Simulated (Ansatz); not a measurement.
Cost and result for the atomization energy of C4H5FSi (11 atoms, 12 bonds).

Cartesian coordinates in Å:
```
C -1.856 0.047 -0.077
C -0.455 0.306 0.338
C 0.529 1.036 -0.139
C 1.831 0.896 -0.447
Si 1.183 -0.694 0.241
F 0.977 -1.950 -0.709
H -2.235 0.833 -0.734
H -1.918 -0.903 -0.617
H -2.518 -0.033 0.787
H 2.617 1.568 -0.127
H 1.844 -1.106 1.486
```

Total charge 0; spin multiplicity 1. The bonds changed during the relaxation, so this is another structure than the one it started from. The structure was optimised at the PBE0-D4/def2-TZVP level. Program: Ansatz. All runs use 4 threads of a server CPU on a shared host. Times are those of one run each, without the atoms' runs, and a repeat can differ threefold. Electronic energies, without spin–orbit coupling; frozen cores. CCSD(T)/CBS adds CCSD(T) − MP2 in def2-TZVPP to the MP2 limit, and its time is that of the two runs behind it. T1 = 0.014. B3LYP takes the VWN-RPA correlation (the form of Gaussian; ORCA's B3LYP/G). HSE06 is the plane-wave form, built on full-range PBE exchange.

CCSD(T)/CBS is a level of theory with its own doubt, some kJ/mol a heavy atom from the limit and from the frozen cores, so smaller differences don't rank the functionals.

| level | functions | wall time |
| --- | --- | --- |
| LDA (SPW92)/def2-TZVPP | 267 | 1.1 s |
| revPBE-D4/def2-TZVPP | 267 | 1.4 s |
| PBE-D4/def2-TZVPP (with forces) | 267 | 1.6 s |
| HSE06-D4/def2-TZVPP | 267 | 2 s |
| r2SCAN-D4/def2-TZVPP (with forces) | 267 | 2.8 s |
| B3LYP-D4/def2-TZVPP (with forces) | 267 | 2.9 s |
| CCSD(T)/def2-SVP | 113 | 3.5 s |
| PBE-QIDH/def2-TZVPP | 267 | 3.9 s |
| ωB97X-V/def2-TZVPP | 267 | 4.2 s |
| B97M-V/def2-TZVPP | 267 | 4.7 s |
| MP2/def2-QZVPP | 505 | 20 s |
| CCSD(T)/def2-TZVPP | 267 | 52 s |
| CCSD(T)/CBS(def2) | – | 72 s |

What atomization energy does each give, and how far from CCSD(T)/CBS? (Best estimate.)

The calculation gave: 
| level | atomization (kcal/mol) | difference from CCSD(T)/CBS | per bond |
| --- | --- | --- | --- |
| LDA (SPW92)/def2-TZVPP | 1267.7 | 175.4 | 14.6 |
| revPBE-D4/def2-TZVPP | 1099.5 | 7.2 | 0.6 |
| PBE-D4/def2-TZVPP (with forces) | 1129.7 | 37.4 | 3.1 |
| HSE06-D4/def2-TZVPP | 1105.1 | 12.8 | 1.1 |
| r2SCAN-D4/def2-TZVPP (with forces) | 1103.4 | 11.1 | 0.9 |
| B3LYP-D4/def2-TZVPP (with forces) | 1090.6 | -1.7 | -0.1 |
| CCSD(T)/def2-SVP | 1031.0 | -61.3 | -5.1 |
| PBE-QIDH/def2-TZVPP | 1093.8 | 1.5 | 0.1 |
| ωB97X-V/def2-TZVPP | 1092.8 | 0.5 | 0.0 |
| B97M-V/def2-TZVPP | 1102.6 | 10.3 | 0.9 |
| MP2/def2-QZVPP | 1112.3 | 20.0 | 1.7 |
| CCSD(T)/def2-TZVPP | 1062.1 | -30.2 | -2.5 |
| CCSD(T)/CBS(def2) | 1092.3 | 0.0 | 0.0 |

The D4 term adds +9.7 kcal/mol with B3LYP and +5.1 kcal/mol with PBE0; it sums over pairs of atoms, weighted by their polarisabilities, and B3LYP, whose exchange is more repulsive, gets the larger term. From PBE to PBE0 (25 % exact exchange), in def2-TZVPP and without D4, the atomization energy moves by −24.6 kcal/mol: exact exchange takes away binding that semilocal exchange gives to molecules. In def2-TZVPP, CCSD(T) changes the Hartree–Fock value by +276.1 kcal/mol (the triples alone add +22.1 kcal/mol) and MP2 by +308.2 kcal/mol; breaking electron pairs costs correlation energy, which Hartree–Fock lacks.
